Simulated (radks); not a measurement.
All-electron calculation, Dirac Kohn-Sham, PBE, spin-unpolarised, spherical densities, finite nucleus; open shells fill j = l - 1/2 first; Fermi nuclear charge, rms radius of each element as measured or else 0.836 A^(1/3) + 0.57 fm. Program: a radial shooting solver on a logarithmic mesh with Libxc functionals. Each species is in its NIST ground configuration. Rank Pt3+, Ni3+, Pd3+ by radius at which the density is 0.001 e/bohr^3 (bohr), largest first.

Answer. Pt3+ 3.33, Pd3+ 3.13, Ni3+ 2.68.
